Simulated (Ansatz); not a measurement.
`C[SiH](C)[GeH3]` → 2 C• + Ge• + 10 H• + Si•  (atomization)

Program: Ansatz. Geometries: PBE0-D4/def2-TZVP. ΔE: electronic, gas phase. CCSD(T)/CBS adds triple-zeta CCSD(T) − MP2 to the extrapolated MP2 energy (def2 sets, frozen cores). This one scheme is used for every species, atoms too. DFT in def2-TZVPP. Open shells (•) are unrestricted, without spin–orbit coupling. Spin–orbit coupling would lower the free atoms: a little for C, Si; clearly for Ge. For Ge outer-core shells are correlated without core-valence functions, so the limit isn't a true one: a few kJ/mol of doubt a bond, and 10 to 20 or more in all where bonds break to atoms. Scalar relativity is left out up to krypton.

`C[SiH](C)[GeH3]`:

```xyz
14

C     0.092    1.318    1.330
Si   -0.175   -0.316    0.448
C     1.457   -1.174    0.108
Ge   -1.345    0.046   -1.596
H    -0.859    1.810    1.546
H     0.616    1.163    2.277
H     0.693    1.996    0.718
H    -1.023   -1.200    1.302
H     1.997   -1.358    1.040
H     1.302   -2.134   -0.389
H     2.093   -0.560   -0.535
H    -1.593   -1.273   -2.353
H    -0.542    0.969   -2.535
H    -2.714    0.712   -1.361
```

```csv
level,ΔE (kcal/mol)
r2SCAN,1120.5
CCSD/def2-TZVPP,1089.8
```

(1) What does CCSD(T)/CBS give? (Estimate.)

Largest T1 diagnostic among the species: 0.012.

Results:

(1) The calculation gave: +1122.3 kcal/mol. The listed levels differ from it by -1.8, -32.5 kcal/mol.

The D4 term adds +10.9 kcal/mol with B3LYP and +5.8 kcal/mol with PBE0; it sums over pairs of atoms, weighted by their polarisabilities, and B3LYP, whose exchange is more repulsive, gets the larger term. From PBE to PBE0 (25 % exact exchange), in def2-TZVPP and without D4, ΔE moves by −3.3 kcal/mol: exact exchange takes away binding that semilocal exchange gives to molecules.

B3LYP here is the variant with VWN-RPA as its local correlation; programs differ in this.

For atomizations the MP2-based limit and the directly extrapolated one differ by several kJ/mol either way, and by 10 to 25 for some Ge, Se and Sn compounds, so smaller differences from it don't rank the levels.
